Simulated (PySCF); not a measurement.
Geometry (Å), atoms numbered from 1 in this order:
```xyz
24

C    -0.8212   -0.7145   -1.7160
C    -1.0619   -0.1757   -0.3063
C    -1.9552   -1.1298    0.4929
C     0.2209    0.0867    0.4418
C     0.4661    1.2681    1.0124
Si   -0.6179    2.7963    0.9936
C     1.2075   -1.0343    0.5472
Si    2.6966   -0.8283   -0.6325
H    -0.3396   -1.6893   -1.6914
H    -1.7696   -0.8179   -2.2399
H    -0.1917   -0.0292   -2.2794
H    -1.5928    0.7778   -0.3981
H    -1.4963   -2.1120    0.5857
H    -2.9159   -1.2500   -0.0033
H    -2.1284   -0.7359    1.4921
H     1.4023    1.3599    1.5539
H    -1.9347    2.5387    1.5910
H     0.0533    3.8361    1.7783
H    -0.8156    3.2939   -0.3741
H     1.6037   -1.0678    1.5642
H     0.7264   -1.9941    0.3635
H     3.6655   -1.8827   -0.3157
H     2.2857   -0.9630   -2.0304
H     3.3011    0.4866   -0.4221
```

[PySCF 2.14: geometry: GFN2-xTB; PBE0/pcSseg-1 with gauge-including orbitals; no relativistic terms; a single conformation; in vacuum; rapidly exchanging positions averaged]

δ = σ(ref) − σ, references computed at the same level: TMS for 13C.

Do the 13C shifts follow the atomic charges (in e)? Tabulate both.

Answers


```tsv
atoms	hybridisation	δ (ppm)	σ para (ppm)	Hirshfeld	IAO	Mulliken	ESP-fitted
C4	sp2	177.6	-254	+0.03	+0.06	-0.26	-0.03
C5	sp2	114.6	-185	-0.17	-0.48	-0.33	-0.41
C2	sp3	42.5	-102	-0.02	-0.09	-0.35	+0.57
C1/C3	sp3	23.4	-86	-0.12	-0.41	-0.20	-0.62
C7	sp3	18.1	-84	-0.15	-0.54	-0.42	-0.41
```

Correlation coefficients of δ with charge over these carbons: Hirshfeld +0.49, IAO +0.58, Mulliken +0.29, ESP-fitted +0.13; with the paramagnetic shielding -1.00. With so few points, grouped by hybridisation, these coefficients are fragile. Charge is one influence among several: hybridisation and low-lying excitations act through the paramagnetic term.

Shifts are as computed. Against solution values, carbons near 30 ppm lie about +3 ppm off and those near 130 ppm about +5 ppm. Of 1211 compounds with measured shifts, 218 miss one by over three times the rms of a fit or turn the order of signals round; such compounds aren't used in these exercises.
